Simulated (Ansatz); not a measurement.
The same path of a periodic cell of 13 atoms, Mg12H (host Mg, host structure hcp, interstitial H) was run twice with different band settings.

Method: Ansatz 0.2.0, DFT PBE, scalar-relativistic, plane waves, PAW. Settings: cutoff 420 eV, k mesh 3x2x3, gaussian smearing 0.05 eV, no spin polarisation.

Relaxed end points:

```xyz
13
Lattice="6.4200 0.0000 0.0000 -4.8150 8.3398 0.0000 0.0000 0.0000 5.2130" Properties=species:S:1:pos:R:3
Mg 0.008 -0.007 -0.018
Mg 0.008 1.860 2.628
Mg -1.602 2.789 0.011
Mg -1.599 4.630 2.614
Mg -3.206 5.565 0.016
Mg -3.202 7.418 2.616
Mg 3.202 -0.006 -0.022
Mg 3.201 1.861 2.623
Mg 1.597 2.774 -0.009
Mg 1.600 4.630 2.593
Mg -0.006 5.563 -0.008
Mg -0.002 7.406 2.594
H 1.611 0.953 1.294
```

```xyz
13
Lattice="6.4200 0.0000 0.0000 -4.8150 8.3398 0.0000 0.0000 0.0000 5.2130" Properties=species:S:1:pos:R:3
Mg 0.006 -0.009 0.019
Mg 0.009 1.860 2.583
Mg -1.603 2.789 -0.014
Mg -1.600 4.629 2.595
Mg -3.205 5.568 -0.019
Mg -3.202 7.423 2.598
Mg 3.207 -0.009 0.025
Mg 3.199 1.860 2.588
Mg 1.596 2.778 0.007
Mg 1.601 4.633 2.618
Mg -0.006 5.561 0.005
Mg -0.003 7.405 2.619
H 1.589 0.970 3.844
```

Common settings: spring 5.0 eV/Å²; optimiser quadratic models (default); end points relaxed.

| run | movable images | climbing image | start path | force threshold | iteration limit |
| --- | --- | --- | --- | --- | --- |
| 1 | 7 | yes | IDPP | 0.03 eV/Å | 74 |
| 2 | 4 | no | default | 0.05 eV/Å | 50 |

Task: What does each run give, and how far can it be trusted?

Result: Run 1: converged after 4 iterations, highest image 0.174 eV above the first end. By the program's own check the climbing image is of a kind that is not told: the force calls were inconclusive, a negative curvature could not be distinguished from the path's own, the only one lies far off the path, or fixed occupations may fill a level only in part (lowest curvatures found: -0.61 and 0.75 eV/Å²).
Run 2: converged after 4 iterations, highest image 0.160 eV above the first end. No image climbed, so the highest image needn't sit at the top of the path.
Limits of this set-up: odd electron count without spin, a small cell, in which the defect meets its images.
